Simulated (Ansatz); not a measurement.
Start from `C[N](C)[ZnH]` and change one atom or group to get `C[N](C)[Zn][O][SiH3]`.

Ansatz, PBE0-D4/def2-TZVP geometries, multiplicity 1. Each molecule was computed in one conformer, which needn't be the lowest.

Scalar relativity is left out up to krypton.

| property | `C[N](C)[ZnH]` |
| --- | --- |
| LUMO energy (PBE0/def2-TZVPP) / eV | -0.35 |
| LUMO energy (B3LYP/def2-TZVPP) / eV | -0.63 |
| HOMO–LUMO gap (ωB97M-V/def2-TZVPP) / eV | 8.98 |
| HOMO energy (ωB97M-V/def2-TZVPP) / eV | -7.99 |
| HOMO–LUMO gap (PBE0/def2-TZVPP) / eV | 5.35 |
| size of the dipole moment (ωB97M-V/def2-TZVPP) / D | 0.20 |

(1) What does the change do to each property? (An estimate is asked.)

Results:

(1) The calculation gave: 
| property | `C[N](C)[Zn][O][SiH3]` | shift |
| --- | --- | --- |
| LUMO energy (PBE0/def2-TZVPP) / eV | -0.86 | -0.51 |
| LUMO energy (B3LYP/def2-TZVPP) / eV | -1.15 | -0.52 |
| HOMO–LUMO gap (ωB97M-V/def2-TZVPP) / eV | 9.06 | 0.08 |
| HOMO energy (ωB97M-V/def2-TZVPP) / eV | -8.33 | -0.34 |
| HOMO–LUMO gap (PBE0/def2-TZVPP) / eV | 5.16 | -0.19 |
| size of the dipole moment (ωB97M-V/def2-TZVPP) / D | 2.01 | 1.81 |

With PBE0 the HOMO falls by 0.33 eV and the LUMO falls by 0.51 eV, so the gap narrows by about 0.18 eV. PBE moves the HOMO by -0.29 eV and ωB97M-V by -0.34 eV. The zero-point energy changes by 59.8 kJ/mol with +12 modes. Dipoles are sizes alone; their direction can turn.

B3LYP here is the variant with VWN-RPA as its local correlation; programs differ in this.
